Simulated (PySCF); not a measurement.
[SmCl2]+ at several levels of theory

Computed with PySCF 2.14.0 (density fitting, no spin-orbit coupling) at the geometry relaxed with PBE0:

```xyz
3
[SmCl2]+ (singlet in the valence; each metal's 4f electrons, 5 of them, lie in its core potential, out of spins and levels)
Sm    0.0000    0.0000   -0.5533
Cl    1.9725    0.0000    0.8489
Cl   -1.9725    0.0000    0.8489
```

```json
{"level": "PBE0", "basis": "Sm lcecp-1-SVP with ECP51, Cl def2-SVP", "state": "singlet", "HOMO (eV)": "-13.68", "gap (eV)": "5.79", "charge on Sm1 (e)": "1.31", "population of f-type functions on Sm1 (polarisation alone where 4f lies in the core)": "0.05", "dipole about the centre of mass (D)": "6.73", "largest force component (eV/Å)": "0.00"}
{"level": "BLYP", "basis": "the same", "state": "singlet", "HOMO (eV)": "-12.15", "gap (eV)": "3.53", "charge on Sm1 (e)": "1.16", "population of f-type functions on Sm1 (polarisation alone where 4f lies in the core)": "0.05", "dipole about the centre of mass (D)": "6.07", "largest force component (eV/Å)": "0.61"}
{"level": "HF", "basis": "the same", "state": "singlet", "HOMO (eV)": "-16.64", "gap (eV)": "11.09", "charge on Sm1 (e)": "1.59", "population of f-type functions on Sm1 (polarisation alone where 4f lies in the core)": "0.06", "dipole about the centre of mass (D)": "8.09", "largest force component (eV/Å)": "0.62"}
```

In the lcecp rows the 4f levels are missing from HOMO and gap, and the state counts the valence alone.

Charges are Mulliken's, which hang on the basis. The relaxation used the grid (50, 194), these runs (75, 302) or, all-electron (x2c bases, spin-free X2C Hamiltonian), (99, 590).

Task: What does PBE0 with Sm lcecp-1-TZVP with ECP51, Cl def2-TZVP give here?

Result: state singlet, HOMO (eV) -13.61, gap (eV) 5.85, charge on Sm1 (e) 1.59, population of f-type functions on Sm1 (polarisation alone where 4f lies in the core) 0.06, dipole about the centre of mass (D) 6.62, largest force component (eV/Å) 0.22. Time: 6.8 s on 2 threads of Arm Neoverse V1, with other jobs on the host, from free ions and atoms.

In the first row's basis the gap widens with exact exchange: 3.5 eV for BLYP (none); 5.8 eV for PBE0 (a fixed share); 11.1 eV for Hartree–Fock (rising or full at long range).

An lcecp potential fixes the number of 4f electrons, so in runs with it no electron can move into or out of that shell.
